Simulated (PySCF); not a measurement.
B(All)(F)(OH) (C3H6BFO), SMILES C=CCB(O)F. Atoms are numbered in the order given.

```xyz
12

B      0.5194     0.5400     0.6587
C      0.3234    -0.9668     0.1741
C     -0.9611    -1.1364    -0.5810
C     -1.1297    -0.9107    -1.9004
H      0.3946    -1.6507     1.0445
H      1.2012    -1.1909    -0.4744
H     -1.8522    -1.3887     0.0234
H     -0.2768    -0.6650    -2.5569
H     -2.1180    -0.9975    -2.3775
F      1.3873     0.8211     1.6427
O     -0.1360     1.5808     0.0892
H     -0.7386     1.2401    -0.6062
```
Charge 0, spin multiplicity 1.

Geometry optimised at PBE-D3(BJ)/def2-SVP. Other conformers were not sampled.

The numbers are results of PBE-D3(BJ)/def2-SVP (PySCF 2.14.0), not measurements.

Harmonic, unscaled wavenumbers; measured fundamentals usually lie a few per cent lower.

| mode | ν (cm⁻¹) | IR (km/mol) | moving atoms (share of kinetic energy) |
|---|---|---|---|
| 1 | 73 | 2.5 | C 38 %, F 26 %, H 25 %, O 10 % |
| 2 | 86 | 1.7 | C 46 %, H 25 %, O 21 % |
| 3 | 205 | 2.1 | H 38 %, C 30 %, O 27 % |
| 4 | 336 | 5.2 | F 37 %, C 28 %, H 15 %, O 11 %, B 10 % |
| 5 | 400 | 2.7 | H 60 %, C 24 %, B 9 % |
| 6 | 447 | 4.6 | O 24 %, F 24 %, C 23 %, H 18 %, B 12 % |
| 7 | 503 | 9.3 | B 35 %, H 32 %, C 17 %, F 9 % |
| 8 | 642 | 13.1 | H 44 %, C 28 %, F 13 %, O 9 % |
| 9 | 678 | 41.1 | H 88 % |
| 10 | 790 | 2.9 | C 36 %, H 27 %, O 23 %, F 8 % |
| 11 | 818 | 24.4 | H 46 %, C 28 %, B 22 % |
| 12 | 887 | 34.4 | H 72 %, C 27 % |
| 13 | 930 | 2.3 | H 52 %, C 46 % |
| 14 | 997 | 15.0 | H 89 %, C 11 % |
| 15 | 1013 | 50.1 | H 69 %, C 16 % |
| 16 | 1025 | 68.2 | H 74 %, C 9 % |
| 17 | 1130 | 14.1 | H 67 %, C 26 % |
| 18 | 1179 | 4.3 | H 61 %, C 36 % |
| 19 | 1269 | 1.4 | H 80 %, C 20 % |
| 20 | 1315 | 386.7 | B 57 %, O 14 %, C 12 %, H 12 % |
| 21 | 1360 | 6.5 | H 88 %, C 10 % |
| 22 | 1391 | 5.7 | H 82 %, C 18 % |
| 23 | 1443 | 247.9 | B 72 %, O 13 % |
| 24 | 1654 | 22.3 | C 87 %, H 12 % |
| 25 | 2968 | 7.6 | H 94 % |
| 26 | 3041 | 3.8 | H 91 %, C 9 % |
| 27 | 3063 | 7.7 | H 95 % |
| 28 | 3072 | 6.4 | H 92 %, C 8 % |
| 29 | 3167 | 7.0 | H 89 %, C 11 % |
| 30 | 3612 | 126.9 | H 94 % |
